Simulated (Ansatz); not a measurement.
AlCu, closed-shell singlet (the spin of the measured ground state), most abundant isotopes (62.9296 and 26.9815 u). Constants from fifth-degree fits in 1/R to seven points on the lowest solution found; no spin–orbit coupling, no relativity up to Kr; ω_e x_e and α_e move by some per cent with the fit.

Correlated levels freeze the inner cores; with def2 sets outer-core shells near the valence are correlated too. CBS(a, b) extrapolates the correlation energy as X⁻³ and adds the Hartree–Fock energy of set b.

Run with Ansatz (a program for electronic structure). 

At CCSD(T)/CBS(def2-TZVPP, def2-QZVPP): B₀ = 0.15952 cm⁻¹, fundamental 278 cm⁻¹.

Question: Taking the state as ¹Σ, work out the ideal-gas entropy and heat capacity at 298.15 K and 1 bar (rigid rotor, harmonic oscillator at the fundamental, no nuclear spin).

Answer: 
Translation: S = R(1.5 ln M + 2.5 ln T − 1.1517) with M = 89.911 u gives 164.96 J/(mol K). Rotation: q = kT/(σhcB₀) = 1299.0 with σ = 1 and hc/k = 1.43878 cm K, S = R(ln q + 1) = 67.92. Vibration: u = hcν/kT = 1.343, S = R(u/(eᵘ − 1) − ln(1 − e⁻ᵘ)) = 6.46. Sum S° = 239.3 J/(mol K). C_p = 7R/2 + R u² eᵘ/(eᵘ − 1)² = 36.27 J/(mol K).

Doubts at one or more of the structures used: a restricted determinant that unrestricted orbitals would lower (CCSD(T)/CBS(def2-TZVPP, def2-QZVPP)).
